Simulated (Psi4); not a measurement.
Cl (SMILES [Cl-]), charge -1, singlet (a gas-phase anion, which may not be bound at this level); PW6B95/6-31G (Psi4).

The Psi4 input:
```
memory 2 GB

molecule {
-1 1
Cl    0.00000000    0.00000000    0.00000000
}

set {
  basis 6-31g
}

energy('pw6b95')
print_variables()
```

The log (banner, timings and long lists left out):

```
   => Loading Basis Set <=

    Name: 6-31G
    Role: ORBITAL
    Keyword: BASIS

         ---------------------------------------------------------
                                   SCF
               by Justin Turney, Rob Parrish, Andy Simmonett
                          and Daniel G. A. Smith
                              RKS Reference
         ---------------------------------------------------------

  ==> Geometry <==

    Molecular point group: d2h
    Geometry (in Angstrom), charge = -1, multiplicity = 1:

       Center              X                  Y                   Z               Mass
    ------------   -----------------  -----------------  -----------------  -----------------
         CL           0.000000000000     0.000000000000     0.000000000000    34.968852682000

  Running in d2h symmetry.

  Rotational constants: A = ************  B = ************  C = ************ [cm^-1]
  Rotational constants: A = ************  B = ************  C = ************ [MHz]
  Nuclear repulsion =    0.000000000000000

  Charge       = -1
  Multiplicity = 1
  Electrons    = 18
  Nalpha       = 9
  Nbeta        = 9

  ==> Algorithm <==

  SCF Algorithm Type is DF.
  DIIS enabled.
  MOM disabled.
  Fractional occupation disabled.
  Guess Type is CORE.
  Energy threshold   = 1.00e-06
  Density threshold  = 1.00e-06
  Integral threshold = 1.00e-12

  ==> Primary Basis <==

  Basis Set: 6-31G
    Blend: 6-31G
    Number of shells: 7
    Number of basis functions: 13
    Number of Cartesian functions: 13
    Spherical Harmonics?: false
    Max angular momentum: 1

  ==> DFT Potential <==

   => LibXC <=

    Version 7.1.2
    S. Lehtola, C. Steigemann, M. J. T. Oliveira, and M. A. L. Marques,  SoftwareX 7, 1–5 (2018) (10.1016/j.softx.2017.11.002)

   => Composite Functional: PW6B95 <=

    PW6B95 Hybrid Meta-GGA XC Functional

    Y. Zhao and D. Truhlar, J. Phys. Chem. A., 109,5656-5667, 2005

    Deriv               =              1
    GGA                 =           TRUE
    Meta                =           TRUE

    Exchange Hybrid     =           TRUE
    MP2 Hybrid          =          FALSE

   => Exchange Functionals <=

    0.7200   XC_GGA_X_MPW91

   => Exact (HF) Exchange <=

    0.2800               HF

   => Correlation Functionals <=

    1.0000   XC_MGGA_C_BC95

   => LibXC Density Thresholds  <==

    XC_MGGA_C_BC95:  1.00E-14
    XC_GGA_X_MPW91:  1.00E-15

   => Molecular Quadrature <=

    Radial Scheme          =       TREUTLER
[...]
   @DF-RKS iter   6:  -460.58582761652036   -1.69638e-03   5.58166e-04 ADIIS/DIIS
   @DF-RKS iter   7:  -460.58583600355234   -8.38703e-06   7.90389e-06 DIIS
   @DF-RKS iter   8:  -460.58583600531495   -1.76260e-09   8.96748e-08 DIIS
  Energy and wave function converged.

  ==> Post-Iterations <==

   Electrons on quadrature grid:
      Ntotal   =   17.9999999613 ; deviation = -3.870e-08

    Orbital Energies [Eh]
    ---------------------

    Doubly Occupied:

[...]
    Virtual:

[...]
       3B2u    0.754823

    Final Occupation by Irrep:
             Ag   B1g   B2g   B3g    Au   B1u   B2u   B3u
    DOCC [     3,    0,    0,    0,    0,    2,    2,    2 ]
    NA   [     3,    0,    0,    0,    0,    2,    2,    2 ]
    NB   [     3,    0,    0,    0,    0,    2,    2,    2 ]

  @DF-RKS Final Energy:  -460.58583600531495

   => Energetics <=

    Nuclear Repulsion Energy =              0.0000000000000000
    One-Electron Energy =                -641.9512230351368771
    Two-Electron Energy =                 202.4558887655757360
    DFT Exchange-Correlation Energy =     -21.0905017357537545
    Empirical Dispersion Energy =           0.0000000000000000
    VV10 Nonlocal Energy =                  0.0000000000000000
    Total Energy =                       -460.5858360053148886

Computation Completed

Properties will be evaluated at   0.000000,   0.000000,   0.000000 [a0]

Properties computed using the SCF density matrix

 Multipole Moments:

 ------------------------------------------------------------------------------------
     Multipole            Electronic (a.u.)      Nuclear  (a.u.)        Total (a.u.)
 ------------------------------------------------------------------------------------

 L = 1.  Multiply by 2.5417464519 to convert [e a0] to [Debye]
 Dipole X            :          0.0000000            0.0000000            0.0000000
 Dipole Y            :          0.0000000            0.0000000            0.0000000
 Dipole Z            :          0.0000000            0.0000000            0.0000000
 Magnitude           :                                                    0.0000000

 ------------------------------------------------------------------------------------

  Variable Map:
  ----------------------------------------------------------------------------
[...]
  Array Variable Map:
  ----------------------------------------------------------------------------
[...]
[...]
```
